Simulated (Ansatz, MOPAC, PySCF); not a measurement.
System: methanedithione, CS2 (charge 0, singlet). SMILES: [S+]#C[S-]
Geometry from a B3LYP-D3(BJ)/def2-TZVP (Ansatz, a first-principles code) optimisation:
```xyz
3

S      0.0000     0.0000    -1.5527
C      0.0000     0.0000     0.0000
S      0.0000     0.0000     1.5527
```
Charge 0, spin multiplicity 1.

Unscaled harmonic wavenumbers (cm⁻¹) in rising order, each level at the stationary point that it reaches from this structure (no distance between atoms moves by over 0.3 Å); the order of modes can differ between levels, and a negative number is imaginary. B3LYP-D3(BJ)/def2-TZVP (PySCF, at the structure above): 407, 407, 678, 1560.

PM3 (MOPAC): 474, 474, 647, 1309. Zero-point energy 4.2 against 4.4 kcal/mol; where all levels lie over 400 cm⁻¹, the wavenumbers are on average 0.897 times those of B3LYP-D3(BJ)/def2-TZVP.

PM7 (MOPAC): 382, 382, 659, 1323. Zero-point energy 3.9 against 4.4 kcal/mol; where all levels lie over 400 cm⁻¹, the wavenumbers are on average 0.909 times those of B3LYP-D3(BJ)/def2-TZVP.

HF/3-21G (Ansatz): 433, 433, 652, 1503. Zero-point energy 4.3 against 4.4 kcal/mol; where all levels lie over 400 cm⁻¹, the wavenumbers are on average 0.962 times those of B3LYP-D3(BJ)/def2-TZVP.

HF/6-31G* (Ansatz): 445, 445, 724, 1582. Zero-point energy 4.6 against 4.4 kcal/mol; where all levels lie over 400 cm⁻¹, the wavenumbers are on average 1.041 times those of B3LYP-D3(BJ)/def2-TZVP.
